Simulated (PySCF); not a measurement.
C5H9O2, doublet, at a GFN2-xTB geometry; MP2/def2-SVP (PySCF).

Input for PySCF:
```python
from pyscf import gto, scf, mp

mol = gto.Mole()
mol.atom = '''
    C     3.000444    0.797597    0.665710
    C     2.045871   -0.275845    0.158005
    C     0.592722    0.077869    0.472804
    C    -0.359213   -0.990796   -0.035625
    O    -1.754664   -0.657624    0.318519
    C    -2.412810    0.182404   -0.375233
    O    -2.207495    0.845031   -1.351742
    H     2.909567    0.910949    1.743492
    H     4.028776    0.532297    0.433618
    H     2.779207    1.755238    0.200530
    H     2.293477   -1.233481    0.621048
    H     2.164284   -0.387380   -0.921734
    H     0.339606    1.031777    0.004304
    H     0.464880    0.186101    1.552047
    H    -0.182264   -1.955186    0.441156
    H    -0.302347   -1.086945   -1.122644
'''
mol.basis = 'def2-svp'
mol.charge = 0
mol.spin = 1
mol.verbose = 4
mol.build()

mf = scf.UHF(mol)
mf.kernel()

pt = mp.MP2(mf, frozen=7)
pt.kernel()
print('E(MP2) = %.10f' % pt.e_tot)
```

Output, abridged:

```
PySCF version 2.14.0

[INPUT] verbose = 4
[INPUT] num. atoms = 16
[INPUT] num. electrons = 55
[INPUT] charge = 0
[INPUT] spin (= nelec alpha-beta = 2S) = 1
[INPUT] symmetry False subgroup None
[INPUT] Mole.unit = angstrom
[INPUT] Symbol           X                Y                Z      unit          X                Y                Z       unit  Magmom
[INPUT]  1 C      3.000444000000   0.797597000000   0.665710000000 AA    5.670017412094   1.507239887775   1.258009578384 Bohr   0.0
[INPUT]  2 C      2.045871000000  -0.275845000000   0.158005000000 AA    3.866135876190  -0.521271502831   0.298586176312 Bohr   0.0
[INPUT]  3 C      0.592722000000   0.077869000000   0.472804000000 AA    1.120082248004   0.147151083594   0.893470070599 Bohr   0.0
[INPUT]  4 C     -0.359213000000  -0.990796000000  -0.035625000000 AA   -0.678814190383  -1.872333085315  -0.067321493188 Bohr   0.0
[INPUT]  5 O     -1.754664000000  -0.657624000000   0.318519000000 AA   -3.315834400634  -1.242729252941   0.601913675470 Bohr   0.0
[INPUT]  6 C     -2.412810000000   0.182404000000  -0.375233000000 AA   -4.559550090612   0.344693604025  -0.709087602899 Bohr   0.0
[INPUT]  7 O     -2.207495000000   0.845031000000  -1.351742000000 AA   -4.171560971347   1.596877156767  -2.554422171072 Bohr   0.0
[INPUT]  8 H      2.909567000000   0.910949000000   1.743492000000 AA    5.498284771072   1.721444123446   3.294722380370 Bohr   0.0
[INPUT]  9 H      4.028776000000   0.532297000000   0.433618000000 AA    7.613283257221   1.005895546928   0.819419262682 Bohr   0.0
[INPUT] 10 H      2.779207000000   1.755238000000   0.200530000000 AA    5.251940073474   3.316919103429   0.378946779759 Bohr   0.0
[INPUT] 11 H      2.293477000000  -1.233481000000   0.621048000000 AA    4.334043402989  -2.330941269855   1.173610630209 Bohr   0.0
[INPUT] 12 H      2.164284000000  -0.387380000000  -0.921734000000 AA    4.089904015778  -0.732042106134  -1.741824819700 Bohr   0.0
[INPUT] 13 H      0.339606000000   1.031777000000   0.004304000000 AA    0.641762330259   1.949775951625   0.008133381240 Bohr   0.0
[INPUT] 14 H      0.464880000000   0.186101000000   1.552047000000 AA    0.878495880788   0.351679921508   2.932943762453 Bohr   0.0
[INPUT] 15 H     -0.182264000000  -1.955186000000   0.441156000000 AA   -0.344429042368  -3.694766062584   0.833664018209 Bohr   0.0
[INPUT] 16 H     -0.302347000000  -1.086945000000  -1.122644000000 AA   -0.571353024584  -2.054028362465  -2.121489695386 Bohr   0.0

nuclear repulsion = 294.626299387884
number of shells = 69
number of NR pGTOs = 231
number of NR cGTOs = 143
basis = def2-svp
ecp = {}

******** <class 'pyscf.scf.uhf.UHF'> ********
method = UHF
initial guess = minao
damping factor = 0
level_shift factor = 0
DIIS = <class 'pyscf.scf.diis.CDIIS'>
diis_start_cycle = 1
diis_space = 8
diis_damp = 0
SCF conv_tol = 1e-09
SCF conv_tol_grad = None
SCF max_cycles = 50
direct_scf = True
direct_scf_tol = 1e-13
number electrons alpha = 28  beta = 27
Set gradient conv threshold to 3.16228e-05
init E= -345.210825791586

cycle= 1 E= -343.831317111958  delta_E= 1.38  |g|= 0.568  |ddm|= 2.84
cycle= 2 E= -343.945243974668  delta_E= -0.114  |g|= 0.372  |ddm|= 0.731
cycle= 3 E= -343.998080276844  delta_E= -0.0528  |g|= 0.0799  |ddm|= 0.314
cycle= 4 E= -344.002051715067  delta_E= -0.00397  |g|= 0.0298  |ddm|= 0.114
cycle= 5 E= -344.002702758316  delta_E= -0.000651  |g|= 0.0107  |ddm|= 0.0487
cycle= 6 E= -344.002851956731  delta_E= -0.000149  |g|= 0.00572  |ddm|= 0.0259
cycle= 7 E= -344.002914650967  delta_E= -6.27e-05  |g|= 0.00277  |ddm|= 0.0184
cycle= 8 E= -344.002935576104  delta_E= -2.09e-05  |g|= 0.00183  |ddm|= 0.00723
cycle= 9 E= -344.002946795576  delta_E= -1.12e-05  |g|= 0.00122  |ddm|= 0.00514
cycle= 10 E= -344.002953542508  delta_E= -6.75e-06  |g|= 0.000707  |ddm|= 0.00506
cycle= 11 E= -344.002956251912  delta_E= -2.71e-06  |g|= 0.000292  |ddm|= 0.00433
cycle= 12 E= -344.002956547732  delta_E= -2.96e-07  |g|= 0.00015  |ddm|= 0.00118
cycle= 13 E= -344.002956611325  delta_E= -6.36e-08  |g|= 9.46e-05  |ddm|= 0.000521
cycle= 14 E= -344.002956630835  delta_E= -1.95e-08  |g|= 3.94e-05  |ddm|= 0.000287
cycle= 15 E= -344.002956633923  delta_E= -3.09e-09  |g|= 2.23e-05  |ddm|= 0.0001
cycle= 16 E= -344.002956634824  delta_E= -9.01e-10  |g|= 9.51e-06  |ddm|= 5.83e-05
Extra cycle  E= -344.002956634923  delta_E= -9.94e-11  |g|= 6.22e-06  |ddm|= 1.31e-05
converged SCF energy = -344.002956634923  <S^2> = 0.76167518  2S+1 = 2.0116413

******** <class 'pyscf.mp.ump2.UMP2'> ********
nocc = (np.int64(21), np.int64(20)), nmo = (136, 136)
frozen orbitals 7
E(UMP2) = -345.041029353062  E_corr = -1.03807271813869
E(SCS-UMP2) = -345.024512637176  E_corr = -1.02155600225275
E_corr(same-spin) = -0.258612991746544
E_corr(oppo-spin) = -0.779459726392144
E(MP2) = -345.0410293531
```
